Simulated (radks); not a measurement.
The scandium ion Sc2+ inside a hard spherical wall (all orbitals vanish at R), configuration held at [Ar] 3d1 and not refilled when levels cross. Method: non-relativistic Kohn-Sham, PBE, spin-unpolarised, spherical densities, point nucleus; computed with a radial shooting solver on a logarithmic mesh with Libxc functionals. Eigenvalues in eV, with the zero of energy where the potential of the charges vanishes at infinity; a dash marks a level that is unbound or too diffuse for the functional's potential to be trusted. A positive occupied level is held by the wall or, in an anion where self-interaction has pushed it up, behind a barrier. The pressure on the wall is -dE/dV.

| R (bohr) | E (hartree) | kinetic (hartree) | e(2p) | e(3s) | e(3p) | e(3d) | e(4s, empty) | e(4p, empty) | pressure (GPa) |
|---|---|---|---|---|---|---|---|---|---|
| free | -759.66629 | 758.968 | -403.17 | -69.749 | -48.892 | -18.029 | -15.793 | -11.729 | 0 |
| 20 | -759.66629 | 758.968 | -403.17 | -69.749 | -48.892 | -18.029 | -15.793 | -11.729 | < 0.0001 |
| 7 | -759.66619 | 758.969 | -403.16 | -69.739 | -48.883 | -18.018 | -15.706 | -11.448 | 0.00854 |
| 6 | -759.66570 | 758.974 | -403.12 | -69.704 | -48.849 | -17.975 | -15.414 | -10.827 | 0.0686 |
| 5 | -759.66285 | 758.994 | -402.95 | -69.566 | -48.717 | -17.789 | -14.290 | -8.951 | 0.563 |
| 3 | -759.48123 | 760.137 | -398.88 | -66.749 | -45.789 | -13.301 | 7.051 | 17.263 | 118 |
| 2.5 | -758.99087 | 762.850 | -392.36 | -62.335 | -40.907 | -6.845 | 33.327 | 45.726 | 686 |
| 2 | -756.90888 | 772.218 | -374.78 | -49.013 | -26.148 | 10.288 | 98.830 | 112.35 | 4700 |
| 1.5 | -747.16829 | 805.631 | -328.93 | -1.416 | 24.086 | 59.597 | 286.93 | 293.20 | 41100 |
